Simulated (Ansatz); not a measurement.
Consider the formal loss of a carbene: `CC(=O)C(=N)Br` → `[CH2]` (triplet) + `N=C(Br)C=O`.

Gas-phase electronic energies from Ansatz, PBE0-D4/def2-TZVP geometries. CCSD(T)/CBS adds triple-zeta CCSD(T) − MP2 to the extrapolated MP2 energy (def2 sets, frozen cores). This one scheme is used for every species. Functionals use def2-TZVPP. B3LYP here is the variant with VWN-RPA as its local correlation; programs differ in this. HSE06 is defined as in plane-wave codes. Triplets are unrestricted, without spin–orbit coupling. For Br outer-core shells are correlated without core-valence functions, which leaves a few kJ/mol of doubt a bond. Scalar relativity is left out up to krypton. One conformer a species, not always the lowest.

`CC(=O)C(=N)Br`:

Cartesian coordinates in Å:
```
C -0.627 0.745 1.048
C -0.356 -0.582 0.411
O -0.773 -1.627 0.826
C 0.511 -0.536 -0.842
N 0.947 0.551 -1.276
Br 0.839 -2.246 -1.633
H -1.250 0.595 1.927
H -1.119 1.409 0.335
H 0.313 1.229 1.320
H 1.514 0.462 -2.117
```

`[CH2]` (triplet):

Cartesian coordinates in Å:
```
C 0.092 0.255 -0.053
H 0.786 -0.323 0.538
H -0.878 0.068 -0.486
```

`N=C(Br)C=O`:

Cartesian coordinates in Å:
```
N -0.505 0.964 -0.905
C -0.181 -0.090 -0.316
Br -0.537 -1.868 -0.902
C 0.565 0.018 0.989
O 0.926 -0.913 1.642
H -1.006 0.817 -1.779
H 0.738 1.073 1.272
```

(1) Is it downhill or uphill in electronic energy at CCSD(T)/CBS, and by how much? (An estimate is asked.)

(2) What do these levels give: PBE0-D4, B3LYP-D4, HSE06-D4, BHLYP-D4, CAM-B3LYP-D4, ωB97M-V, PBE-QIDH, PBE, r2SCAN0, MP2/def2-SVP, CCSD/def2-SVP, HF/CBS(def2)? (An estimate is asked.)

Largest T1 diagnostic among the species: 0.013.

Answers

(1) The calculation gave: Uphill: ΔE = +467.5 kJ/mol.

(2) The calculation gave: PBE0-D4 466.6, B3LYP-D4 459.9, HSE06-D4 466.7, BHLYP-D4 449.2, CAM-B3LYP-D4 465.9, ωB97M-V 471.4, PBE-QIDH 465.1, PBE 467.2, r2SCAN0 442.4, MP2/def2-SVP 460.2, CCSD/def2-SVP 440.5, HF/CBS(def2) 318.1 kJ/mol.

The D4 term adds +11.2 kJ/mol with B3LYP and +6.1 kJ/mol with PBE0; it sums over pairs of atoms, weighted by their polarisabilities, and B3LYP, whose exchange is more repulsive, gets the larger term. From r2SCAN to r2SCAN0 (25 % exact exchange), in def2-TZVPP and without D4, ΔE moves by −4.3 kJ/mol.
